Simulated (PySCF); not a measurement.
Excitations are Tamm–Dancoff values on a coarser integration grid. The basis has no diffuse functions, so Rydberg states are missing or too high.

Cartesian coordinates (Å):
SMILES: N#Cc1cc2cc([SiH3])ccc2s1
```xyz
19

N      5.6375    -0.4833    -0.6032
C      4.4852    -0.4382    -0.3732
C      3.0973    -0.3874    -0.0889
C      2.0938     0.1459    -0.8804
C      0.7968     0.0285    -0.2827
C     -0.4607     0.4510    -0.7806
C     -1.6289     0.2420    -0.0342
Si    -3.3068     0.8086    -0.6920
C     -1.5313    -0.4032     1.2335
C     -0.3098    -0.8328     1.7554
C      0.8530    -0.6146     0.9934
S      2.4856    -1.0570     1.4264
H      2.2896     0.6055    -1.8580
H     -0.5039     0.9458    -1.7638
H     -3.1175     1.4075    -2.0579
H     -3.9174     1.8368     0.2226
H     -4.2604    -0.3527    -0.7812
H     -2.4426    -0.5740     1.8290
H     -0.2595    -1.3286     2.7358
```
Charge 0, multiplicity 1.

Question: Estimate the S1 oscillator strength, T1 excitation (TDA) and S1–T1 gap (TDA) that PBE-D3(BJ)/def2-TZVP // PBE-D3(BJ)/def2-SVP run with PySCF returns for this input.

Answer: 
```
Property                  Value
----------------------  -------
S1 oscillator strength    0.036
T1 excitation (TDA)     2.78 eV
S1–T1 gap (TDA)         1.02 eV
```
